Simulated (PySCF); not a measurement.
A thermochemical cycle for RbLi

PBE0 in PySCF with def2-SVPD on every atom (core potentials on Rb), for the lowest determinant that a PBE0 search found; no spin–orbit coupling. RbLi, a singlet (closed shell), has De = 0.61 eV to neutral atoms, and RbLi⁺, a doublet (σ ↑), has De = 0.48 eV to Rb⁺ + Li.

At the same level the Rb atom ionises at 4.21 eV.

Task: What is the adiabatic ionisation energy of the molecule, and does ionisation strengthen or weaken the bond?

Result: IE = IE(Rb) + De(neutral) − De(ion) = 4.21 + 0.61 − 0.48 = 4.34 eV. De changes by -0.13 eV, so ionisation weakens the bond.

Closed-shell solutions of metal pairs were not tested for spin polarisation, which can lower them a little. Weak bonds: RbLi⁺. Basis-set superposition, not corrected here, can be much of De in a small basis, most of all at correlated wavefunction levels. Spin–orbit coupling is left out. For an ion De counts to the pair picked by the measured ionisation energies or electron affinities, which need not be the lowest pair at this level. States were picked by a PBE0 search and need not be the measured ground states.
